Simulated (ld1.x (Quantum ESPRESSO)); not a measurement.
An all-electron radial function and its pseudo partner (Re)

Columns: radius, all-electron u(r) and pseudo u(r) of the 5d shell (level -5.57 eV) of rhenium in the configuration [Xe] 4f14 5d5 6s2 6p0; LDA (PZ), scalar-relativistic, TM semilocal scheme, ld1.x (Quantum ESPRESSO) 7.5.

```json
{"r (bohr)": "0.192", "all-electron": "0.0545", "pseudo": "0.0102"}
{"r (bohr)": "0.385", "all-electron": "-0.3489", "pseudo": "0.0747"}
{"r (bohr)": "0.578", "all-electron": "-0.0803", "pseudo": "0.2158"}
{"r (bohr)": "0.770", "all-electron": "0.3018", "pseudo": "0.4072"}
{"r (bohr)": "0.962", "all-electron": "0.5724", "pseudo": "0.5920"}
{"r (bohr)": "1.155", "all-electron": "0.7176", "pseudo": "0.7187"}
{"r (bohr)": "1.348", "all-electron": "0.7707", "pseudo": "0.7707"}
{"r (bohr)": "1.540", "all-electron": "0.7670", "pseudo": "0.7670"}
{"r (bohr)": "1.732", "all-electron": "0.7317", "pseudo": "0.7317"}
{"r (bohr)": "1.925", "all-electron": "0.6802", "pseudo": "0.6802"}
{"r (bohr)": "2.118", "all-electron": "0.6223", "pseudo": "0.6223"}
{"r (bohr)": "2.310", "all-electron": "0.5636", "pseudo": "0.5636"}
{"r (bohr)": "2.502", "all-electron": "0.5070", "pseudo": "0.5070"}
{"r (bohr)": "2.695", "all-electron": "0.4536", "pseudo": "0.4536"}
{"r (bohr)": "2.888", "all-electron": "0.4044", "pseudo": "0.4044"}
{"r (bohr)": "3.080", "all-electron": "0.3599", "pseudo": "0.3599"}
{"r (bohr)": "3.272", "all-electron": "0.3197", "pseudo": "0.3197"}
{"r (bohr)": "3.465", "all-electron": "0.2833", "pseudo": "0.2833"}
{"r (bohr)": "3.658", "all-electron": "0.2509", "pseudo": "0.2509"}
{"r (bohr)": "3.850", "all-electron": "0.2220", "pseudo": "0.2220"}
{"r (bohr)": "4.043", "all-electron": "0.1962", "pseudo": "0.1962"}
{"r (bohr)": "4.235", "all-electron": "0.1734", "pseudo": "0.1734"}
{"r (bohr)": "4.428", "all-electron": "0.1531", "pseudo": "0.1531"}
{"r (bohr)": "4.620", "all-electron": "0.1351", "pseudo": "0.1351"}
{"r (bohr)": "4.812", "all-electron": "0.1192", "pseudo": "0.1192"}
{"r (bohr)": "5.005", "all-electron": "0.1051", "pseudo": "0.1051"}
```

(1) How many radial nodes do the two functions have?

(2) At about which radius was the pseudo-wave matched?

(3) Is the pseudo-wave norm-conserving?

## Answers

(1) The all-electron 5d function has n − l − 1 = 2; the pseudo-wave has 0, since the states of the same l below it are removed with the core.

(2) 1.40 bohr, where the columns begin to agree (steps of 0.19 bohr).

(3) Yes: the TM semilocal scheme keeps the norm inside the radius equal to the all-electron one, which fixes the energy derivative of the logarithmic derivative at the level.
